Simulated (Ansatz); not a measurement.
One change: `B1CCC1` becomes `ClC1BCC1`.

Ansatz, PBE0-D4/def2-TZVP geometries, multiplicity 1. 

```json
{"property": "LUMO energy (B3LYP/def2-TZVPP) / eV", "`B1CCC1`": "-0.61"}
{"property": "HOMO–LUMO gap (PBE/def2-TZVPP) / eV", "`B1CCC1`": "5.15"}
{"property": "HOMO–LUMO gap (PBE0/def2-TZVPP) / eV", "`B1CCC1`": "7.40"}
{"property": "LUMO energy (ωB97M-V/def2-TZVPP) / eV", "`B1CCC1`": "1.46"}
{"property": "HOMO energy (ωB97M-V/def2-TZVPP) / eV", "`B1CCC1`": "-10.07"}
{"property": "LUMO energy (PBE0/def2-TZVPP) / eV", "`B1CCC1`": "-0.38"}
```

(1) What does the change do to each property? (Best estimate.)

## Answers

(1) Computed: 
```
                             property  `ClC1BCC1`  shift
  LUMO energy (B3LYP/def2-TZVPP) / eV       -0.88  -0.27
  HOMO–LUMO gap (PBE/def2-TZVPP) / eV        4.97  -0.18
 HOMO–LUMO gap (PBE0/def2-TZVPP) / eV        7.29  -0.11
LUMO energy (ωB97M-V/def2-TZVPP) / eV        1.28  -0.18
HOMO energy (ωB97M-V/def2-TZVPP) / eV      -10.20  -0.13
   LUMO energy (PBE0/def2-TZVPP) / eV       -0.65  -0.27
```

With PBE0 the HOMO falls by 0.16 eV and the LUMO falls by 0.27 eV, so the gap narrows by about 0.11 eV. PBE moves the HOMO by -0.15 eV and ωB97M-V by -0.13 eV.

B3LYP here is the variant with VWN-RPA as its local correlation; programs differ in this.
